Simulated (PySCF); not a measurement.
SMILES F[SiH2]c1cccs1, GFN2-xTB optimised geometry.

```
12

F     -0.76    -3.05     0.01
Si    -1.69    -1.74     0.00
C     -0.52    -0.28     0.00
C      0.85    -0.28     0.00
C      1.42     1.01     0.00
C      0.47     1.99     0.00
S     -1.12     1.35     0.00
H     -2.47    -1.82    -1.22
H     -2.47    -1.81     1.23
H      1.42    -1.19     0.00
H      2.47     1.20     0.00
H      0.62     3.05     0.00
```

Density from PBE0/def2-TZVP (PySCF) at that geometry.

Minimum of the electron density along straight lines between bonded atoms, close to the bond critical point (lines longer than 1.1 times the sum of covalent radii, or with two minima, are not listed):

```
bond    length / Å  ρ at the minimum / e bohr⁻³  ∇²ρ there / e bohr⁻⁵  position (fraction from the first atom)
------  ----------  ---------------------------  --------------------  ---------------------------------------
F1–Si2       1.611                        0.134                   [?]                                     0.58
Si2–C3       1.868                          [?]                  0.21                                     0.39
C3–C4        1.366                        0.327                 -0.95                                     0.51
C4–C5        1.410                        0.305                   [?]                                     0.50
C5–C6        1.358                        0.334                 -0.99                                     0.48
C3–S7        1.738                        0.208                 -0.40                                     0.47
C6–S7        1.717                        0.218                 -0.45                                     0.48
Si2–H8       1.455                        0.130                  0.18                                     0.49
Si2–H9       1.455                        0.130                  0.18                                     0.49
C4–H10       1.075                        0.290                 -1.05                                     0.65
C5–H11       1.075                        0.289                 -1.04                                     0.65
C6–H12       1.072                        0.291                 -1.06                                     0.65
```

What belongs in the gaps?


- F1–Si2, ∇²ρ there / e bohr⁻⁵: 0.96
- Si2–C3, ρ at the minimum / e bohr⁻³: 0.121
- C4–C5, ∇²ρ there / e bohr⁻⁵: -0.88
